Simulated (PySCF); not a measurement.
A run for PySCF: D3(BJ) and D4 dispersion corrections on CH4O2Se (a complex), monomers drawn apart or pushed together.

```python
from pyscf import gto
from pyscf.dispersion import dftd3, dftd4

mol = gto.M(
    atom='''
    O     1.06929457   -0.99983719    0.84770382
    C     0.46778350   -0.55171561   -0.09122250
    O    -0.59998483    0.24657967   -0.02902505
    H     0.72738013   -0.74760930   -1.14021879
    H    -0.82289129    0.41491516    0.91342077
    Se   -1.74367300    1.05830703    5.21411685
    H    -0.60804709    0.16797755    4.92328011
    H    -2.67418184   -0.07994959    5.25728273
    ''',
    basis='def2-svp',
    charge=0, spin=0, verbose=0, max_memory=1800)
d3, d4 = {}, {}
for xc in ['hf', 'pbe', 'blyp', 'revpbe', 'tpss', 'r2scan', 'b3lyp', 'pbe0', 'bhlyp', 'camb3lyp', 'b2plyp']:
    d3[xc] = float(dftd3.DFTD3Dispersion(mol, xc=xc, version='d3bj', atm=False).get_dispersion()['energy'])
    print(f'D3(BJ) {xc:10s} {d3[xc]:14.8f} Eh')
for xc in ['hf', 'pbe', 'blyp', 'revpbe', 'tpss', 'r2scan', 'b3lyp', 'pbe0', 'bhlyp', 'camb3lyp', 'b2plyp']:
    d4[xc] = float(dftd4.DFTD4Dispersion(mol, xc={'camb3lyp': 'cam-b3lyp'}.get(xc, xc), atm=True).get_dispersion()['energy'])
    print(f'D4     {xc:10s} {d4[xc]:14.8f} Eh')
```

Output:

```
D3(BJ) hf            -0.02995760 Eh
D3(BJ) pbe           -0.00298492 Eh
D3(BJ) blyp          -0.00621778 Eh
D3(BJ) revpbe        -0.00787104 Eh
D3(BJ) tpss          -0.00366986 Eh
D3(BJ) r2scan        -0.00087098 Eh
D3(BJ) b3lyp         -0.00505510 Eh
D3(BJ) pbe0          -0.00251227 Eh
D3(BJ) bhlyp         -0.00387912 Eh
D3(BJ) camb3lyp      -0.00220380 Eh
D3(BJ) b2plyp        -0.00227153 Eh
D4     hf            -0.01068824 Eh
D4     pbe           -0.00260665 Eh
D4     blyp          -0.00589394 Eh
D4     revpbe        -0.00963104 Eh
D4     tpss          -0.00351236 Eh
D4     r2scan        -0.00072401 Eh
D4     b3lyp         -0.00412998 Eh
D4     pbe0          -0.00217765 Eh
D4     bhlyp         -0.00282480 Eh
D4     camb3lyp      -0.00216722 Eh
D4     b2plyp        -0.00180942 Eh
```

The run finished.

Cost: around 0.020 core-seconds (rough).
